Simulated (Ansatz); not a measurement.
Molecule: Hg$_{2}$, net charge 1, doublet state. The spin state was set by rule; other spins were not relaxed. 
Structure (B3LYP-D3(BJ)/def2-TZVP (Ansatz, a first-principles code) minimum search):
```
Hg
Hg 1 2.8740
```
Charge +1, spin multiplicity 2.

Question: Give the harmonic wavenumbers at B3LYP-D3(BJ)/def2-TZVP (Ansatz, finite differences of forces, unscaled).

Answer: 88 cm⁻¹. Zero-point energy 0.1 kcal/mol.

Question: From these and the geometry, give the ideal-gas thermochemistry at 298.15 K and 1 atm (rigid rotor, harmonic oscillator).

Answer: Point group D∞h, rotational symmetry number 2. Rotational constants 0.6101, 0.6101 GHz. S(trans) 43.86, S(rot) 18.95, S(vib) 3.70, S(elec, spin only) 1.38, S 67.9 cal/(mol K). H(298) - H(0) 2.55 kcal/mol; G - E(el) -17.6 kcal/mol.
